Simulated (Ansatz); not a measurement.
Start from `N=[C](O)[GeH2][NH2]` and change one atom or group to get `[CH3][AlH][C](=N)O`.

Ansatz, PBE0-D4/def2-TZVP geometries, multiplicity 1. Each molecule was computed in one conformer, which needn't be the lowest.

Scalar relativity is left out up to krypton.

| property | `N=[C](O)[GeH2][NH2]` |
| --- | --- |
| HOMO–LUMO gap (PBE0/def2-TZVPP) / eV | 6.86 |
| HOMO energy (B3LYP/def2-TZVPP) / eV | -6.94 |
| LUMO energy (PBE/def2-TZVPP) / eV | -1.24 |
| HOMO–LUMO gap (PBE/def2-TZVPP) / eV | 4.51 |
| LUMO energy (PBE0/def2-TZVPP) / eV | -0.29 |
| HOMO–LUMO gap (B3LYP/def2-TZVPP) / eV | 6.39 |

Task: What does the change do to each property? (An estimate is asked.)

Result: The calculation gave: 
```csv
property,`[CH3][AlH][C](=N)O`,shift
HOMO–LUMO gap (PBE0/def2-TZVPP) / eV,5.56,-1.30
HOMO energy (B3LYP/def2-TZVPP) / eV,-7.08,-0.14
LUMO energy (PBE/def2-TZVPP) / eV,-2.51,-1.27
HOMO–LUMO gap (PBE/def2-TZVPP) / eV,3.39,-1.12
LUMO energy (PBE0/def2-TZVPP) / eV,-1.72,-1.43
HOMO–LUMO gap (B3LYP/def2-TZVPP) / eV,5.13,-1.26
```

With PBE0 the HOMO falls by 0.11 eV and the LUMO falls by 1.43 eV, so the gap narrows by about 1.32 eV. PBE moves the HOMO by -0.15 eV and ωB97M-V by -0.13 eV.

B3LYP here is the variant with VWN-RPA as its local correlation; programs differ in this.
